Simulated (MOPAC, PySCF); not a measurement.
H2BF3Si, SMILES `B[Si](F)(F)F`, neutral singlet in the gas phase. 

Cartesian coordinates (Å):
```xyz
7

B      1.2188     0.0382     0.0906
Si    -0.7752    -0.0031    -0.0729
F     -1.4422     1.4009    -0.3715
F     -1.2467    -0.9754    -1.2310
F     -1.4047    -0.5284     1.2838
H      1.8309     1.0581     0.1524
H      1.8190    -0.9903     0.1486
```
Charge 0, multiplicity 1.

All levels are single points at this geometry (r2SCAN-D4/def2-TZVP); Pople sets use spherical d functions. Orbital energies aren't observables, and empty levels follow the basis.

M06-2X/6-31G* in PySCF gives dipole (D) = 2.11.

### Question
Estimate the dipole (D) from each of these levels: PBE-D3(BJ)/def2-TZVP in PySCF; r2SCAN-D4/def2-TZVP in PySCF; B3LYP/3-21G in PySCF; B3LYP/LANL2DZ in PySCF; SVWN5/6-31G* in PySCF; HF/3-21G in PySCF; HF/6-31G* in PySCF; HF/STO-3G in PySCF; AM1 in MOPAC; PM3 in MOPAC; PM6 in MOPAC; PM7 in MOPAC.

### Answer

```
level                          dipole (D)
-----------------------------  ----------
PBE-D3(BJ)/def2-TZVP in PySCF        1.92
r2SCAN-D4/def2-TZVP in PySCF         1.97
B3LYP/3-21G in PySCF                 2.40
B3LYP/LANL2DZ in PySCF               3.30
SVWN5/6-31G* in PySCF                1.97
HF/3-21G in PySCF                    2.92
HF/6-31G* in PySCF                   2.31
HF/STO-3G in PySCF                   1.57
AM1 in MOPAC                         1.54
PM3 in MOPAC                         1.05
PM6 in MOPAC                         2.48
PM7 in MOPAC                         2.95
```
